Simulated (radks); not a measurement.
Results of a calculation; reference values are marked as such.
Problem. The mean radii <r> (bohr) of the occupied orbitals of an atom or ion are listed with their occupations. Code: a radial shooting solver on a logarithmic mesh with Libxc functionals. Model: Dirac Kohn-Sham, exchange-only LDA, spin-unpolarised, spherical densities, finite nucleus; Fermi nuclear charge, rms radius of each element as measured or else 0.836 A^(1/3) + 0.57 fm.

orbital     occ.      <r>
1s1/2          2  0.02039
2s1/2          2  0.08596
2p1/2          2  0.07149
2p3/2          4  0.07877
3s1/2          2   0.2251
3p1/2          2   0.2148
3p3/2          4   0.2285
3d3/2          4   0.2013
3d5/2          6   0.2056
4s1/2          2   0.5084
4p1/2          2   0.5172
4p3/2          4   0.5490
4d3/2          4   0.5776
4d5/2          6   0.5889
5s1/2          2    1.255
5p1/2          2    1.422
5p3/2          4    1.539
6s1/2          2    4.077
4f5/2    5.14286   0.8241
4f7/2    6.85714   0.8503

Name the element and its charge. Open shells, if any, are shared by 2j + 1.

Solution. Z = 68, erbium, charge 0: Er in [Xe] 4f12 6s2. The 1s radius gives Z: for a bare nucleus <r> = (2 gamma + 1)/(2Z) with gamma = sqrt(1 - (Z/c)^2), 0.02012 bohr for Z = 68, and screening makes it slightly larger (0.02039 here). The occupations add up to 68, and the charge is Z minus that.
